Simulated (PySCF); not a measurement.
HB, charge +1, doublet, at a GFN2-xTB geometry (a state made from the parent by changing its charge; the spin is typed, not shown lowest), with bond 2-1 at 1.4 times its length; CASSCF(5,4)/STO-3G in PySCF.

The PySCF input:
```python
from pyscf import gto, scf, mcscf
import numpy

mol = gto.M(
    atom='''
B    -0.00000000   -0.00000000   -0.19907611
H     0.00000000    0.00000000    1.47316319
''',
    basis='sto-3g',
    charge=1,
    spin=1,
    verbose=4,
)

mf = scf.ROHF(mol)
mf.kernel()
mc = mcscf.CASSCF(mf, 4, 5)
mc.fix_spin_(ss=0.75)
mc.kernel()
occ = numpy.linalg.eigvalsh(mc.fcisolver.make_rdm1(mc.ci, mc.ncas, mc.nelecas))[::-1]
ss = mc.fcisolver.spin_square(mc.ci, mc.ncas, mc.nelecas)[0]
print('natural occupations', occ.round(4), ' <S^2>', round(ss, 4))
```

What the program printed (banner, timings and long lists left out):

```
PySCF version 2.14.0

[INPUT] verbose = 4
[INPUT] num. atoms = 2
[INPUT] num. electrons = 5
[INPUT] charge = 1
[INPUT] spin (= nelec alpha-beta = 2S) = 1
[INPUT] symmetry False subgroup None
[INPUT] Mole.unit = angstrom
[INPUT] Symbol           X                Y                Z      unit          X                Y                Z       unit  Magmom
[...]
nuclear repulsion = 1.58224128245282
number of shells = 4
number of NR pGTOs = 18
number of NR cGTOs = 6
basis = sto-3g
ecp = {}

******** <class 'pyscf.scf.rohf.ROHF'> ********
method = ROHF
initial guess = minao
damping factor = 0
level_shift factor = 0
DIIS = <class 'pyscf.scf.diis.CDIIS'>
diis_start_cycle = 1
diis_space = 8
diis_damp = 0
SCF conv_tol = 1e-09
SCF conv_tol_grad = None
SCF max_cycles = 50
direct_scf = True
direct_scf_tol = 1e-13
num. doubly occ = 2  num. singly occ = 1
Set gradient conv threshold to 3.16228e-05
init E= -24.3233541886235
[...]
cycle= 1 E= -24.4307878102312  delta_E= -0.107  |g|= 0.114  |ddm|= 0.915
[...]
cycle= 2 E= -24.4433085847352  delta_E= -0.0125  |g|= 0.0324  |ddm|= 0.302
[...]
cycle= 3 E= -24.4459406897128  delta_E= -0.00263  |g|= 0.0184  |ddm|= 0.101
[...]
cycle= 4 E= -24.4473324730339  delta_E= -0.00139  |g|= 0.0167  |ddm|= 0.0655
[...]
cycle= 5 E= -24.4490637364006  delta_E= -0.00173  |g|= 0.0158  |ddm|= 0.0867
[...]
cycle= 6 E= -24.3215940163741  delta_E= 0.127  |g|= 0.222  |ddm|= 1.31
[...]
cycle= 7 E= -24.4474868787826  delta_E= -0.126  |g|= 0.0402  |ddm|= 0.783
[...]
cycle= 8 E= -24.4528957678147  delta_E= -0.00541  |g|= 0.00721  |ddm|= 0.366
[...]
cycle= 9 E= -24.4529562630099  delta_E= -6.05e-05  |g|= 0.00679  |ddm|= 0.00689
[...]
cycle= 10 E= -24.4530802635967  delta_E= -0.000124  |g|= 0.00589  |ddm|= 0.0161
[...]
cycle= 11 E= -24.4531056670115  delta_E= -2.54e-05  |g|= 0.00562  |ddm|= 0.00358
[...]
cycle= 12 E= -24.4532836635583  delta_E= -0.000178  |g|= 0.00285  |ddm|= 0.0342
[...]
cycle= 13 E= -24.4533250997899  delta_E= -4.14e-05  |g|= 0.00158  |ddm|= 0.015
[...]
cycle= 14 E= -24.4533419695898  delta_E= -1.69e-05  |g|= 0.000284  |ddm|= 0.0206
[...]
cycle= 15 E= -24.4533425020298  delta_E= -5.32e-07  |g|= 2.24e-05  |ddm|= 0.0028
[...]
cycle= 16 E= -24.4533425054267  delta_E= -3.4e-09  |g|= 6.13e-07  |ddm|= 0.000242
[...]
cycle= 17 E= -24.4533425054262  delta_E= 5.51e-13  |g|= 3.79e-07  |ddm|= 2.76e-06
[...]
Extra cycle  E= -24.4533425054267  delta_E= -5.4e-13  |g|= 2.44e-07  |ddm|= 1.41e-06
converged SCF energy = -24.4533425054267

[...]
augmented hessian ah_start_tol = 2.5
augmented hessian ah_start_cycle = 3
augmented hessian ah_grad_trust_region = 3
kf_trust_region = 3
kf_interval = 4
ci_response_space = 4
ci_grad_trust_region = 3
with_dep4 0
natorb = False
canonicalization = True
sorting_mo_energy = False
ao2mo_level = 2
internal_rotation = False
******** <class 'pyscf.fci.addons.SpinPenaltyFCISolver'> ********
max. cycles = 50
conv_tol = 1e-08
davidson only = True
linear dependence = 1e-12
level shift = 0.001
max iter space = 12
nroots = 1
pspace_size = 400
spin = None
CASCI E = -24.4650023163919  S^2 = 0.7500000
Set conv_tol_grad to 0.000316228
macro iter   1 (  4 JK    1 micro), CASSCF E = -24.4655047400060  dE = -5.02423614e-04  S^2 = 0.7500000
               |grad[o]|=0.012  |grad[c]|=0.00593  |ddm|=0.0312  |maxRot[o]|=0.031
macro iter   2 (  3 JK    1 micro), CASSCF E = -24.4655986711046  dE = -9.39310986e-05  S^2 = 0.7500000
               |grad[o]|=0.00499  |grad[c]|=0.00277  |ddm|=0.0149  |maxRot[o]|=0.0131
macro iter   3 (  3 JK    1 micro), CASSCF E = -24.4656228814149  dE = -2.42103104e-05  S^2 = 0.7500000
               |grad[o]|=0.00249  |grad[c]|=0.00144  |ddm|=0.00777  |maxRot[o]|=0.00661
macro iter   4 (  3 JK    1 micro), CASSCF E = -24.4656299331424  dE = -7.05172743e-06  S^2 = 0.7500000
               |grad[o]|=0.00133  |grad[c]|=0.000786  |ddm|=0.00426  |maxRot[o]|=0.00355
macro iter   5 (  3 JK    1 micro), CASSCF E = -24.4656321173461  dE = -2.18420369e-06  S^2 = 0.7500000
               |grad[o]|=0.000738  |grad[c]|=0.00044  |ddm|=0.00239  |maxRot[o]|=0.00197
macro iter   6 (  3 JK    1 micro), CASSCF E = -24.4656328166872  dE = -6.99341122e-07  S^2 = 0.7500000
               |grad[o]|=0.000417  |grad[c]|=0.00025  |ddm|=0.00136  |maxRot[o]|=0.00111
macro iter   7 (  2 JK    1 micro), CASSCF E = -24.4656330446007  dE = -2.27913556e-07  S^2 = 0.7500000
               |grad[o]|=0.000238  |grad[c]|=0.000143  |ddm|=0.000721  |maxRot[o]|=0.000636
macro iter   8 (  2 JK    1 micro), CASSCF E = -24.4656331176553  dE = -7.30545544e-08  S^2 = 0.7500000
               |grad[o]|=0.000131  |grad[c]|=8.48e-05  |ddm|=0.000424  |maxRot[o]|=0.00035
1-step CASSCF converged in   8 macro ( 23 JK   8 micro) steps
CASSCF canonicalization
Density matrix diagonal elements [1.99998213 1.96005495 0.9947119  0.04525102]
CASSCF energy = -24.4656331176553
CASCI E = -24.4656331176553  E(CI) = -26.0478744001081  S^2 = 0.7500000
natural occupations [2.     1.9649 0.9899 0.0453]  <S^2> 0.75
```
